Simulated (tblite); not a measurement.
C8H15FO.
Atom-mapped SMILES: `[CH3:1][C@@H:2]([CH2:3][C:4]([CH3:5])([CH3:6])[CH3:7])[C:8](=[O:9])[F:10]` (hydrogens: H11, H12, H13 on C1; H14 on C2; H15, H16 on C3; H17, H18, H19 on C5; H20, H21, H22 on C6; H23, H24, H25 on C7)

A start from a force field or distance geometry was refined with tblite, GFN2-xTB geometry optimisation, gas phase. Values at the start:

```json
{"coordinate": "C1–C2", "start": "1.546 Å"}
{"coordinate": "C1–H11", "start": "1.092 Å"}
{"coordinate": "C2–C3", "start": "1.532 Å"}
{"coordinate": "C2–C8", "start": "1.504 Å"}
{"coordinate": "C2–H14", "start": "1.093 Å"}
{"coordinate": "C3–C4", "start": "1.571 Å"}
{"coordinate": "C3–H15", "start": "1.095 Å"}
{"coordinate": "C3–H16", "start": "1.101 Å"}
{"coordinate": "C4–C5", "start": "1.547 Å"}
{"coordinate": "C5–H17", "start": "1.090 Å"}
{"coordinate": "C8=O9", "start": "1.228 Å"}
{"coordinate": "C8–F10", "start": "1.334 Å"}
{"coordinate": "C1–C2–C3", "start": "109.9°"}
{"coordinate": "C2–C8–O9", "start": "124.2°"}
{"coordinate": "C2–C8–F10", "start": "118.3°"}
{"coordinate": "C3–C2–C8", "start": "112.6°"}
{"coordinate": "C3–C4–C5", "start": "110.2°"}
{"coordinate": "C3–C4–C6", "start": "107.9°"}
{"coordinate": "C5–C4–C6", "start": "107.6°"}
{"coordinate": "O9–C8–F10", "start": "117.4°"}
{"coordinate": "C1–C2–C3–C4", "start": "-162°"}
{"coordinate": "C1–C2–C8–O9", "start": "92°"}
```

Question: How do these coordinates change at the GFN2-xTB level?

Answer: 
| coordinate | GFN2-xTB (Å or °) | change |
| --- | --- | --- |
| C8=O9 | 1.181 | -0.047 |
| C8–F10 | 1.367 | +0.033 |
| C3–C4 | 1.540 | -0.031 |
| C4–C5 | 1.531 | -0.016 |
| C1–C2 | 1.537 | -0.009 |
| C3–H16 | 1.092 | -0.009 |
| C2–C8 | 1.496 | -0.008 |
| C1–H11 | 1.088 | -0.004 |
| C3–H15 | 1.093 | -0.002 |
| C2–C3 | 1.534 | +0.002 |
| C5–H17 | 1.088 | -0.002 |
| C2–H14 | 1.093 | 0.000 |
| C2–C8–F10 | 111.6 | -6.7 |
| C2–C8–O9 | 129.7 | +5.5 |
| C5–C4–C6 | 108.8 | +1.2 |
| O9–C8–F10 | 118.5 | +1.1 |
| C3–C4–C5 | 110.9 | +0.7 |
| C3–C2–C8 | 113.2 | +0.6 |
| C3–C4–C6 | 107.2 | -0.7 |
| C1–C2–C3 | 110.1 | +0.2 |
| C1–C2–C8–O9 | 103 | +11 |
| C1–C2–C3–C4 | -167 | -5 |

The energy falls by 18.9 kJ/mol over 75 L-BFGS steps, the largest force on an atom goes from 3.75 to 0.009 eV/Å, and the atoms move by 0.100 Å rms after alignment. The bond that changes most is C8=O9 (acyl halide carbon to carbonyl oxygen), which shortens by 0.047 Å. Bonds longer at the end by more than 0.005 Å: 1 of 24; shorter: 14. Among the dihedrals that turn most is C3–C2–C8–F10, from 34° to 48°. Rotational constants go from 1891, 853.1, 767.4 to 1914, 880.9, 799.6 MHz.

Its GFN2-xTB frequencies are all real (lowest 22 cm⁻¹). The numbers are those of one conformer.

All values are computed, not measured.
